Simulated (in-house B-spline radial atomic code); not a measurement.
# RPA and G0W0 on LDA exchange-only: Rb II (Rb+)

Configuration [Ar] 3d10 4s2 4p6, mean-field start LDA exchange-only. Computed with a B-spline radial code for spherical atoms: all electrons, scalar-relativistic (spin-free one-electron X2C), finite nucleus, each spin shell either full or empty, empty states to l = 9 with an (l + 1/2)⁻⁴ tail; G0W0 by contour deformation at full frequency.

Command:
```bash
python run_gw.py task.json out
```
Settings (radii: box in bohr, nucleus in fm):
```
Z                        37
electrons                36
configuration            [Ar] 3d10 4s2 4p6
hamiltonian              x2c
method                   lda,
lmax                     9
rms_radius               4.2036
spin_polarised           False
box_radius               23.78
intervals                71
```

Cost of the run: 3.7 s on 1 thread of Arm Neoverse N1, on a shared host.

Energies (hartree):

| term | value |
| --- | --- |
| mean-field total | -2973.51932 |
| Hartree-Fock functional on these orbitals | -2978.97021 |
| direct second order | -3.0849 |
| second-order exchange | 0.8834 |
| SOSEX correction | 0.81281 |

(1) What is the RPA correlation energy, and what remains with SOSEX?

Quasi-particle levels (eV):

| level | occupied | mean field | Σx - vxc | Σc | QP weight | G0W0 |
| --- | --- | --- | --- | --- | --- | --- |
| 4p | yes | -20.359 | -7.25 | ? | ? | ? |
| 5s | no | -5.402 | 1.98 | -0.74 | 0.979 | -4.162 |

G0W0 = mean field + (Σx - vxc) + Σc, with Σc (partial-wave tail included) taken at the quasi-particle energy. Only the outer levels were computed. Levels of low weight are left out.

(2) Where does G0W0 put 4p?

## Answers

(1) RPA gives -2.6753 hartree (-2.02 eV per electron); RPA + SOSEX gives -1.8625, and the second-order doubles -2.2015 hartree (no singles). RPA lacks exchange-type terms and so overcorrelates at short range.

(2) At -27.513 eV, with Σc = 0.10 eV and a quasi-particle weight of 0.891. The tabulated removal energy is 27.290 eV (NIST, measured); the calculation leaves out spin-orbit coupling, Breit and QED terms, and what these don't explain is the method's own error.
